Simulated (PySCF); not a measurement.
# Simulated characterisation data

[PySCF: PBE0/pcSseg-1 with gauge-including orbitals; geometry from GFN2-xTB; a single conformation; equivalent nuclei averaged; no solvent; non-relativistic Hamiltonian]

Referencing at the same level of theory: 1H (σref 31.72), 13C (σref 186.93) vs TMS. Where no couplings were computed, multiplicities follow the n + 1 count of equivalent neighbours, and m marks all less simple cases (inequivalent or close neighbours, rings, F or P nearby). Shifts are as computed. Against solution values, carbons near 30 ppm lie about +3 ppm off and those near 130 ppm about +5 ppm. Of 1211 compounds with measured shifts, 218 miss one by over three times the rms of a fit or turn the order of signals round; such compounds aren't used in these exercises.

Compound 1 (C₆H₈O). 1H NMR (500 MHz, computed): δ 7.75 (d, 1H), 6.94 (m, 1H), 6.22 (m, 1H), 6.13 (m, 1H), 3.86 (m, 1H), 3.38 (s, 3H). 13C{1H} NMR (computed): δ 136.5 (C), 135.4 (CH2), 130.6 (CH), 123.5 (CH), 57.1 (CH3), 56.8 (CH). Structure: SMILES [C@H]1(OC)C(C=C)=C1.

Compound 2 (C₇H₁₁N₃). 1H NMR (500 MHz, computed): δ 7.08 (m, 1H), 6.99 (m, 1H), 5.33 (m, 1H), 2.71 (q, 2H), 2.50 (s, 3H), 1.14 (t, 3H). 13C{1H} NMR (computed): δ 143.9, 140.0, 132.2, 110.1, 19.9, 16.6, 12.5. Structure: SMILES C1(CC)=C(C)N=NN1C=C.

Compound 3 (C₇H₁₁N₃). 1H NMR (500 MHz, computed): δ 3.03 (s, 3H), 2.88 (s, 3H), 2.77 (q, 2H), 1.24 (t, 3H). 13C{1H} NMR (computed): δ 171.6, 166.4, 159.1, 32.9, 26.6, 21.9, 16.0. Structure: `CCc1nc(C)nnc1C`.
